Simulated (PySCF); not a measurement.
# Electronic structure of Al²⁺ (aluminium, charge +2) at the UHF level

Configuration: [Ne] 3p1, 2P determinant (an excited configuration). Calculation: PySCF 2.14, in def2-QZVPPD; the non-relativistic Hamiltonian (point nucleus).

- Total energy: -240.791059 hartree
- One-electron energy: -326.5919 hartree
- Hartree (Coulomb) energy: 103.4660 hartree
- Exchange energy: -17.6652 hartree
- Kinetic energy: 240.78483 hartree
- ⟨S²⟩: 0.7500
- ⟨L²⟩: 2.000
- Sum of ⟨r⟩: 7.659 bohr
- Sum of ⟨r²⟩: 11.37 bohr²
- Traceless quadrupole moment −½Σ⟨3z² − r²⟩ along its main axis: -3.08 e·bohr²
- Density at the nucleus (Gaussians lack the cusp): 1390 bohr⁻³
- Spin density at the nucleus: -0.0189 bohr⁻³
- Langevin diamagnetic susceptibility: -9.00 ×10⁻⁶ cm³/mol

```
shell  electrons  mean orbital energy (eV)  spread (eV)  rms radius, mean of both spins (bohr)
 1s α          1                   -1614.3            0                                  0.140
 1s β          1                   -1614.2            0                                  0.140
 2s α          1                   -155.28            0                                  0.678
 2s β          1                   -155.08            0                                  0.678
 2p α          3                   -109.70        0.414                                  0.670
 2p β          3                   -109.33        0.442                                  0.670
 3p α          1                   -21.533            0                                   2.78
```

Spin-orbit constants ζ (cm⁻¹) from the X2C one-electron operator on these orbitals (non-relativistic here): bare nucleus, nucleus screened by l(l+1)(2l+1)/3 electrons, and screened by the Breit-Pauli mean field of the electrons.

```tsv
shell	bare	screened nucleus	mean field
2p	2679	2267	2082
3p	162.4	137.4	124.6
```

To first order the Landé constant is A = 124.6 cm⁻¹, so the lowest level has J = 1/2 and lies 0.0155 eV below the centre of the term.
